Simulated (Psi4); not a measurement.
Method: SAPT0/jun-cc-pVDZ, frozen core (Psi4).

Psi4 input:

```
molecule {
0 1
B -0.00020765 0.00009537 0.00019718
Br -1.52094984 -1.14743567 -0.09334442
Br -0.02908511 1.69518168 -0.87356006
Br 1.55024261 -0.54784138 0.96670730
--
0 1
Cl 1.23206034 -1.08580559 -2.81096063
H 1.23025844 0.04933873 -3.40676528
units angstrom
symmetry c1
no_reorient
no_com
}
set basis jun-cc-pvdz
set scf_type df
set freeze_core true
energy('sapt0')
```

Part of the output:

```
    SAPT Results
  --------------------------------------------------------------------------------------------------------
    Electrostatics                 -6.56538519 [mEh]      -4.11984141 [kcal/mol]     -17.23741645 [kJ/mol]
      Elst10,r                     -6.56538519 [mEh]      -4.11984141 [kcal/mol]     -17.23741645 [kJ/mol]

    Exchange                       12.57062741 [mEh]       7.88818779 [kcal/mol]      33.00417773 [kJ/mol]
      Exch10                       12.57062741 [mEh]       7.88818779 [kcal/mol]      33.00417773 [kJ/mol]
      Exch10(S^2)                  12.47824083 [mEh]       7.83021434 [kcal/mol]      32.76161679 [kJ/mol]

    Induction                      -1.47059709 [mEh]      -0.92281361 [kcal/mol]      -3.86105213 [kJ/mol]
      Ind20,r                      -8.36704201 [mEh]      -5.25039813 [kcal/mol]     -21.96766578 [kJ/mol]
      Exch-Ind20,r                  7.50133466 [mEh]       4.70715856 [kcal/mol]      19.69475144 [kJ/mol]
      delta HF,r (2)               -0.60488974 [mEh]      -0.37957404 [kcal/mol]      -1.58813779 [kJ/mol]

    Dispersion                     -4.66222068 [mEh]      -2.92558764 [kcal/mol]     -12.24065870 [kJ/mol]
      Disp20                       -5.58609570 [mEh]      -3.50532797 [kcal/mol]     -14.66629224 [kJ/mol]
      Exch-Disp20                   0.92387502 [mEh]       0.57974033 [kcal/mol]       2.42563354 [kJ/mol]
      Disp20 (SS)                  -2.79304785 [mEh]      -1.75266399 [kcal/mol]      -7.33314612 [kJ/mol]
      Disp20 (OS)                  -2.79304785 [mEh]      -1.75266399 [kcal/mol]      -7.33314612 [kJ/mol]
      Exch-Disp20 (SS)              0.50092596 [mEh]       0.31433579 [kcal/mol]       1.31518093 [kJ/mol]
      Exch-Disp20 (OS)              0.42294906 [mEh]       0.26540454 [kcal/mol]       1.11045261 [kJ/mol]

  Total HF                          4.53464513 [mEh]       2.84553278 [kcal/mol]      11.90570914 [kJ/mol]
  Total SAPT0                      -0.12757555 [mEh]      -0.08005487 [kcal/mol]      -0.33494956 [kJ/mol]
```
